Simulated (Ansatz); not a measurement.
Start from `C[CH2][Mg][O]C` and change one atom or group to get `C[O][Mg][F]`.

Ansatz, PBE0-D4/def2-TZVP geometries, multiplicity 1. Each molecule was computed in one conformer, which needn't be the lowest.

| property | `C[CH2][Mg][O]C` |
| --- | --- |
| HOMO–LUMO gap (ωB97M-V/def2-TZVPP) / eV | 9.34 |
| size of the dipole moment (PBE/def2-TZVPP) / D | 0.64 |
| HOMO–LUMO gap (PBE/def2-TZVPP) / eV | 4.00 |
| LUMO energy (ωB97M-V/def2-TZVPP) / eV | 0.41 |
| HOMO–LUMO gap (PBE0/def2-TZVPP) / eV | 5.96 |
| size of the dipole moment (ωB97M-V/def2-TZVPP) / D | 0.46 |

Problem. Give the same properties after the change, and the shifts. (Best estimate.)

Solution. Computed: 
| property | `C[O][Mg][F]` | shift |
| --- | --- | --- |
| HOMO–LUMO gap (ωB97M-V/def2-TZVPP) / eV | 9.71 | 0.37 |
| size of the dipole moment (PBE/def2-TZVPP) / D | 1.56 | 0.92 |
| HOMO–LUMO gap (PBE/def2-TZVPP) / eV | 3.74 | -0.26 |
| LUMO energy (ωB97M-V/def2-TZVPP) / eV | -0.13 | -0.54 |
| HOMO–LUMO gap (PBE0/def2-TZVPP) / eV | 6.01 | 0.05 |
| size of the dipole moment (ωB97M-V/def2-TZVPP) / D | 1.63 | 1.17 |

With PBE0 the HOMO falls by 0.70 eV and the LUMO falls by 0.65 eV, so the gap widens by about 0.05 eV. PBE moves the HOMO by -0.45 eV and ωB97M-V by -0.91 eV. Dipoles are sizes alone; their direction can turn.
